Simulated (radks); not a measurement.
The numbers below are computed, except where a source is named.
Problem. All-electron atom: the chromium ion Cr3+ in [Ar] 3d2 4d1 (not the ground configuration). Code: a radial shooting solver on a logarithmic mesh with Libxc functionals. Model: Dirac Kohn-Sham, Wu-Cohen GGA, spin-unpolarised, spherical densities, finite nucleus; open shells fill j = l - 1/2 first; Fermi nuclear charge, rms radius 3.6452 fm. Some entries of the table are withheld. Estimate them.

orbital  occ.  eigenvalue (eV)  <r^2> (bohr^2)
1s1/2       2              (1)        0.005436
2s1/2       2        -720.0842          0.1016
2p1/2       2        -619.6851             (2)
2p3/2       4        -611.0456             (3)
3s1/2       2        -123.4547          0.8836
3p1/2       2         -95.0503             (4)
3p3/2       4         -93.9298             (5)
3d3/2       2         -49.0764           1.296
3d5/2       0         -48.9510           1.302
4s1/2       0         -33.0036           6.157
4p1/2       0              (6)             (7)
4p3/2       0              (8)             (9)
4d3/2       1         -17.2103           13.11
4d5/2       0         -17.1946           13.14

Solution. 
(1) 1s1/2 eigenvalue (eV): -5929.614
(2) 2p1/2 <r^2> (bohr^2): 0.08205
(3) 2p3/2 <r^2> (bohr^2): 0.08375
(4) 3p1/2 <r^2> (bohr^2): 0.9762
(5) 3p3/2 <r^2> (bohr^2): 0.9918
(6) 4p1/2 eigenvalue (eV): -26.4186
(7) 4p1/2 <r^2> (bohr^2): 7.869
(8) 4p3/2 eigenvalue (eV): -26.2647
(9) 4p3/2 <r^2> (bohr^2): 7.960
